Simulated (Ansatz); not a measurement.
Basis-set extrapolation for C₂H₉BOSi (`B[SiH2]COC`) (PBE0-D4/def2-TZVP geometry, frozen core, Ansatz). Multiplicity 1, RHF reference.

```csv
,def2-TZVPP,def2-QZVPP
HF,-469.476401,-469.494038
MP2 correlation,-0.809525,-0.866099
CCSD(T) correlation,-0.903693,not run
```

Energies in hartree. Use E(X) = E(∞) + A·exp(−7.88·√X) for Hartree–Fock and E(X) = E(∞) + B·X^(−2.97) for correlation, with X = 3 and 4, and add CCSD(T) minus MP2 of the smaller set to the MP2 limit.

Question: What is the CCSD(T) energy at the basis-set limit?

Answer: HF limit: -469.494038 + (-0.017637) × 0.13774 = -469.49647. MP2 limit: -0.866099 + (-0.056574) × 0.74074 = -0.90801. Higher-order term: -0.903693 − (-0.809525) = -0.09417. Total: -470.49865 hartree, 74.4 kcal/mol below CCSD(T)/def2-TZVPP.
